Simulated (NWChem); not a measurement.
Molecule: BeH$_{2}$SO; SMILES [OH][Be][SH]

```xyz
5

Be     0.0475    -0.6040     0.0000
O      0.0363    -2.0004     0.0000
H     -0.0390    -2.9538     0.0000
S      0.1067     1.3112     0.0000
H     -1.2557     1.3929     0.0000
```
Atoms are numbered in this order, from 1.

This is a stationary point of PBE-D3(BJ)/def2-SVP (NWChem), point group Cs. 

Is it a minimum? If not, what does it relax to?

No. It has an imaginary frequency of 228i cm⁻¹. Following that mode (on a finer grid) lowers the energy by 0.6 kcal/mol and ends, with real frequencies alone, at point group C1:
```xyz
5

Be     0.0186    -0.6694    -0.0618
O      0.0007    -2.0856    -0.1813
H     -0.0711    -2.8291     0.4299
S      0.0784     1.2366     0.0816
H     -1.2796     1.3269    -0.0201
```
